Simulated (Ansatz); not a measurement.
F2H2OSTi (`[OH][Ti]([F])([F])[SH]`). The species carries charge 0 and has multiplicity 1. The geometry is a stationary point of PBE0-D4/def2-TZVP. It is one conformer, not always the lowest.

```xyz
7

O     1.265   -0.373    1.114
Ti   -0.113    0.267    0.228
F    -1.511    0.477    1.267
F     0.241    1.796   -0.550
S    -0.545   -1.306   -1.372
H     2.218   -0.296    1.185
H    -1.554   -0.565   -1.872
```

What is the dipole moment at PBE/def2-TZVPP? (An estimate is asked.)

Computed: 1.85 D, with components (1.84, -0.03, 0.17) D in this frame, pointing from negative to positive charge.

And with r2SCAN, B3LYP, ωB97M-V? (Best estimate.)

Ansatz gave: r2SCAN 1.86 D, B3LYP 1.89 D, ωB97M-V 1.92 D.

Give the Mulliken charges with PBE, ωB97M-V, r2SCAN in def2-TZVPP. (Estimate.)

Ansatz gave: 
```json
{"atom": "O1", "PBE": "-0.41", "ωB97M-V": "-0.43", "r2SCAN": "-0.46"}
{"atom": "Ti2", "PBE": "0.98", "ωB97M-V": "1.05", "r2SCAN": "1.11"}
{"atom": "F3", "PBE": "-0.32", "ωB97M-V": "-0.35", "r2SCAN": "-0.36"}
{"atom": "F4", "PBE": "-0.32", "ωB97M-V": "-0.35", "r2SCAN": "-0.36"}
{"atom": "S5", "PBE": "-0.25", "ωB97M-V": "-0.23", "r2SCAN": "-0.26"}
{"atom": "H6", "PBE": "0.21", "ωB97M-V": "0.19", "r2SCAN": "0.22"}
{"atom": "H7", "PBE": "0.12", "ωB97M-V": "0.12", "r2SCAN": "0.11"}
```

B3LYP here is the variant with VWN-RPA as its local correlation; programs differ in this.
